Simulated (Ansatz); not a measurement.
Ansatz (a first-principles code) input (wB97M-V/def2-TZVPD):

Ansatz 0.2 input:
```yaml
crystal:
  periodic: [false, false, false]
  atoms:
    - {symbol: Ta, position_ang: [-0.00172219, -0.00191287, 0.00163450]}
    - {symbol: O, position_ang: [1.23777536, 0.91684604, -1.12311743]}
    - {symbol: O, position_ang: [1.05179487, -0.84153498, 1.25031875]}
    - {symbol: H, position_ang: [1.42160483, -1.33705474, 1.99015604]}
    - {symbol: O, position_ang: [-0.91787310, -1.11110116, -1.14048837]}
    - {symbol: H, position_ang: [-1.51113168, -1.73842522, -1.56963549]}
    - {symbol: O, position_ang: [-1.13579083, 1.19868699, 0.80056870]}
    - {symbol: H, position_ang: [-1.67200395, 1.91194399, 1.16190770]}
basis:
  gaussian:
    orbitals: def2-TZVPD
hamiltonian:
  xc: {name: wB97M-V}
total_charge: 1
magnetization: {spin_polarized: true, initial_magnetization: 1}
output: {forces: true}
```

Output:

```
Functional definition: wB97M-V
integrals: 0.22 GiB planned
1273 factors; their error is unknown
integrals: 0.26 GiB planned
405 factors; integrals over basis functions are off by at most 2.0e-5 eV
mean field: 2.91 GiB planned
mean field evaluation 1: about -9763.6234 eV, gradient 8.2e1 eV
mean field evaluation 2: about -9737.6324 eV, gradient 1.2e2 eV
mean field evaluation 4: about -9784.3981 eV, gradient 2.2e0 eV
mean field evaluation 8: about -9784.4287 eV, gradient 1.4e-1 eV
mean field evaluation 16: about -9784.4449 eV, gradient 3.0e-3 eV
mean field evaluation 32: about -9784.4449 eV, gradient 7.4e-7 eV
mean field -9784.44489340 eV, -359.5717176974 hartree, gradient 1.8e-7 eV, S^2 0.755841; 2 other end points of the search recorded, 0 dependent functions left out
the calculation of the forces begins
reference -9784.44497261 eV, -359.5717206084 hartree; 24, 23 occupied and 206, 207 virtual orbitals, 1273 factors
Total energy: -9784.44497261 eV, -359.5717206084 hartree
Atom 0 at    -0.001722    -0.001913     0.001635 Å, force    -0.131048    -0.202666     0.130815 eV/Å
Atom 1 at     1.237775     0.916846    -1.123117 Å, force    -0.015765     0.001098     0.012864 eV/Å
Atom 2 at     1.051795    -0.841535     1.250319 Å, force    -0.230517     0.139832    -0.211015 eV/Å
Atom 3 at     1.421605    -1.337055     1.990156 Å, force    -0.031341     0.042463    -0.069268 eV/Å
Atom 4 at    -0.917873    -1.111101    -1.140488 Å, force     0.144683     0.191181     0.244407 eV/Å
Atom 5 at    -1.511132    -1.738425    -1.569635 Å, force     0.056624     0.054501     0.037505 eV/Å
Atom 6 at    -1.135791     1.198687     0.800569 Å, force     0.167485    -0.168518    -0.118982 eV/Å
Atom 7 at    -1.672004     1.911944     1.161908 Å, force     0.039878    -0.057891    -0.026326 eV/Å
Dipole moment:    -0.470984    -0.324910     0.424655 e Å
```

The spin state was set by rule; other spins were not relaxed.
